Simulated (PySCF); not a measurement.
# Correlation energy of Kr (krypton, neutral)

[Kr], closed-shell 1S. All numbers are calculated (PySCF 2.14, scalar relativity by spin-free X2C-1e, in x2c-SVPall (5s4p3d, 32 functions)). Frozen: [Ar] 3d10; 8 electrons correlated.

MP2 pair energies summed by pair of shells (mhartree):

| pair | energy | share (%) |
| --- | --- | --- |
| 4p-4p | -101.60 | 80.8 |
| 4s-4p | -18.75 | 14.9 |
| 4s-4s | -5.42 | 4.3 |

Total MP2 correlation energy: -125.77 mhartree.

Same-spin part -34.52 and opposite-spin part -91.25 mhartree; SCS-MP2 scales them by 1/3 and 6/5 to -121.00 mhartree.

| level | correlation energy (mhartree) |
| --- | --- |
| CCSD | -136.11 |
| (T) | -1.40 |
| CCSD(T) | -137.51 |

Diagnostics: T1 = 0.0014, D1 = 0.0039, largest double amplitude 0.047.

Cost of the coupled-cluster step: 0.07 s of wall time on 1 thread of Intel(R) Xeon(R) Platinum 8488C (shared host), for 8 correlated electrons.
